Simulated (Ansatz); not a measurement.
Basis-set extrapolation for C$_{3}$H$_{8}$SSi, SMILES `C=CC([SiH3])S` (PBE0-D4/def2-TZVP geometry, frozen core, Ansatz 0.2.0). Multiplicity 1, RHF reference.

```
                      def2-TZVPP   def2-QZVPP
                 HF  -804.761930  -804.787648
    MP2 correlation    -0.805122    -0.861481
CCSD(T) correlation    -0.905928      not run
```

Energies in hartree. Use E(X) = E(∞) + A·exp(−7.88·√X) for Hartree–Fock and E(X) = E(∞) + B·X^(−2.97) for correlation, with X = 3 and 4, and add CCSD(T) minus MP2 of the smaller set to the MP2 limit.

**Question.** What is the CCSD(T) energy at the basis-set limit?

**Answer.** HF limit: -804.787648 + (-0.025718) × 0.13774 = -804.79119. MP2 limit: -0.861481 + (-0.056359) × 0.74074 = -0.90323. Higher-order term: -0.905928 − (-0.805122) = -0.10081. Total: -805.79523 hartree, 334.4 kJ/mol below CCSD(T)/def2-TZVPP.
